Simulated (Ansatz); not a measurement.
The cluster MgB6⁻. Total charge -1; doublet. Geometry PBE0-D4/def2-SVP, that of the neutral singlet; atoms count from 1.

```xyz
7

Mg    2.3001   -1.1076   -1.6845
B    -1.3519    0.8723   -0.5229
B     1.6837   -0.0939    0.0678
B     0.5135   -0.6754    0.8868
B    -2.3042    0.6732    0.6508
B     0.1899    0.4922   -0.3521
B    -1.0311   -0.1607    0.9542
```

The charge -1 doublet is spin-contaminated (final ⟨S²⟩ up to 1.09, 0.75 for a pure state). The structure comes from a short search, and lower isomers may exist.

Question: Estimate the Mulliken populations from the PBE0/def2-TZVPD orbitals of Ansatz.

Answer: 
```json
{"atom": "Mg1", "charge (e)": "-0.02", "spin (α − β)": "0.62"}
{"atom": "B2", "charge (e)": "-0.68", "spin (α − β)": "0.02"}
{"atom": "B3", "charge (e)": "0.27", "spin (α − β)": "-0.12"}
{"atom": "B4", "charge (e)": "-0.62", "spin (α − β)": "0.06"}
{"atom": "B5", "charge (e)": "0.02", "spin (α − β)": "0.50"}
{"atom": "B6", "charge (e)": "0.24", "spin (α − β)": "-0.04"}
{"atom": "B7", "charge (e)": "-0.21", "spin (α − β)": "-0.04"}
```
Mulliken values depend strongly on the basis. With diffuse functions, as here, like atoms can get unlike values, and bond orders can come out too low or too high.

Question: Where does the spin sit?

Answer: Summed by element: Mg 0.62, B 0.38, of 1 unpaired in all. Largest on single atoms: Mg1 0.62, B5 0.50, B3 -0.12.

Question: And the Mayer bond orders between heavy atoms (over 0.3)?

Answer: Mg1–B4 0.59 (3.16 Å); Mg1–B6 0.40 (2.96 Å); B2–B5 1.59 (1.52 Å); B2–B6 0.95 (1.60 Å); B2–B7 0.98 (1.83 Å); B3–B4 2.09 (1.54 Å); B3–B6 0.74 (1.66 Å); B4–B7 0.91 (1.63 Å); B5–B7 1.23 (1.55 Å); B6–B7 0.37 (1.90 Å).
